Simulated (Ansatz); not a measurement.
`CC[O][Al]([Cl])[Cl]` + H–F → `[F][Al]([Cl])[Cl]` + `CCO` at 600 K and 1 bar (ligand exchange at the Al–O bond).

Isolated molecules relaxed with PBE0-D4/def2-TZVP in Ansatz; ΔE leaves out vibrations. CBS: MP2 limit from def2 TZ/QZ plus the TZ coupled-cluster correction, frozen cores. This one scheme is used for every species. Each species was taken in one conformer, which may not be the lowest.

```tsv
species	CCSD(T)/CBS energy (Eh)	H − E (kJ/mol)	S (J/(mol·K))
`CC[O][Al]([Cl])[Cl]`	-1316.05723	262.6	501.7
H–F	-100.39570	42.3	194.0
`[F][Al]([Cl])[Cl]`	-1261.58534	53.3	362.4
`CCO`	-154.88256	250.6	328.9
```

H − E and S are ideal-gas, rigid-rotor, harmonic terms from PBE0-D4/def2-TZVP, for one conformer and one mirror image of each species. 1 Eh = 2625.50 kJ/mol, R = 8.31446 J/(mol·K).

Q: By hand: ΔE, ΔH, ΔS and ΔG.

A: ΔE = (-1261.58534) + (-154.88256) − (-1316.05723) − (-100.39570) = -0.01497 Eh = -39.3 kJ/mol. Δ(H − E) = 53.3 + 250.6 − 262.6 − 42.3 = -1.0, so ΔH = -40.3 kJ/mol. ΔS = 362.4 + 328.9 − 501.7 − 194.0 = -4.4 J/(mol·K). ΔG = -40.3 − 600 × (-4.4)/1000 = -37.7 kJ/mol.

Q: By hand: the equilibrium constant, and the temperature at which ΔG would vanish if ΔH and ΔS stayed fixed.

A: log₁₀ K = −ΔG/(RT ln 10) = 3.3. ΔG = 0 at ΔH/ΔS = 9159 K, far beyond where these terms or the molecules hold.

The number of gas molecules stays the same, so ΔS is small and ΔH decides. A doubt of 5 kJ/mol in ΔE shifts log₁₀ K by 0.4 here. Other conformers and mirror images would add mixing entropy, several J/(mol·K) or more a flexible species. Modes under 60 cm⁻¹, often nearly free rotors, make the harmonic entropy too high. These are equilibria of isolated gas molecules and say nothing of rates. Largest T1 diagnostic: 0.010 (customary marks: 0.02 for closed shells, 0.045 for open ones).
